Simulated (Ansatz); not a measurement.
Input file for Ansatz (a program for electronic structure): R-CCSD(T)/cc-pVDZ on BF2HSe (SMILES FB(F)[SeH]), a point of a torsion scan. The run froze 17 orbitals, filled d shells among them.

Ansatz 0.2 input:
```yaml
crystal:
  periodic: [false, false, false]
  atoms:
    - {symbol: F, position_ang: [-1.24134469, 1.11684035, 0.03294049]}
    - {symbol: B, position_ang: [-0.60041942, -0.02715612, 0.06469335]}
    - {symbol: F, position_ang: [-1.31006296, -1.10496730, -0.18764974]}
    - {symbol: Se, position_ang: [1.25923960, -0.11368184, 0.45631921]}
    - {symbol: H, position_ang: [1.37220044, -1.54569873, 0.34791739]}
basis:
  gaussian:
    orbitals: cc-pVDZ
magnetization: {spin_polarized: false}
correlation: {method: ccsd_t, electrons: outside_noble_gas}
scf: {lower_state_search: off}
```

Question: Predict the final total energy.

Answer: -2624.7114 hartree (reference determinant -2624.1104, T1 diagnostic 0.013).
